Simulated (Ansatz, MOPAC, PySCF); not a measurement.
Noncovalent pair: SiH4 (SMILES [SiH4]) (first 5 atoms) with CH3F (SMILES CF); geometry from B3LYP-D3(BJ)/def2-TZVP.
(charge 0, multiplicity 1):
```xyz
10

Si     0.161     0.131     0.039
H     -1.161     0.478     0.607
H      1.151     1.178     0.367
H      0.033     0.025    -1.434
H      0.602    -1.178     0.571
C     -0.493    -0.729     3.680
F      0.347     0.264     3.182
H     -0.104    -1.701     3.374
H     -0.512    -0.653     4.767
H     -1.492    -0.578     3.271
```

Monomers are frozen at their geometry in the pair; levels with a basis set take the counterpoise correction.

Correlated levels freeze the cores. The state that PM7 reach isn't checked; PM7 holds dispersion and hydrogen-bond terms.

The values were computed with Ansatz (Gaussian orbitals); MOPAC for PM7 (differences of heats of formation); PySCF for the dispersion terms. Each number belongs to the level named beside it.

### Question
Estimate the interaction energy that PM7 returns for this input.

### Answer
-3 meV

### Question
Predict the interaction energy from BHLYP/def2-TZVPPD.

### Answer
-22 meV

### Question
What is the computed interaction energy (B2PLYP-D3(BJ)/def2-TZVPPD)?

### Answer
-59 meV

Ansatz is a first-principles code.
